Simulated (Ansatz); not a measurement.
```xyz
9

N    -0.213   -0.284    1.430
Sn   -1.685    0.709    0.382
C     0.679   -0.461   -1.520
O    -0.295    0.240   -1.644
H    -0.468   -1.110    1.951
H     0.484    0.238    1.942
H    -0.753    2.226    0.388
H     0.953   -0.858   -0.527
H     1.297   -0.701   -2.401
```

Charge 0, multiplicity 1. Sn: def2 effective core potential. The bonds changed during the relaxation, so this is another structure than the one it started from.

Question: List the PBE/def2-TZVPP orbital energies in eV (Ansatz 0.2.0). (Estimate.)

Answer: Computed: Occupied: -511.79, -379.52, -271.96, -132.05, -88.14, -87.94, -87.83, -27.57, -24.56, -24.46, -24.36, -24.34, -24.20, -19.90, -16.17, -13.04, -12.18, -11.20, -10.85, -10.77, -7.55, -7.11, -5.71, -4.97. Lowest empty: -3.17, -1.48, -0.49, 1.05, 1.11, 1.61, 1.98, 2.42.
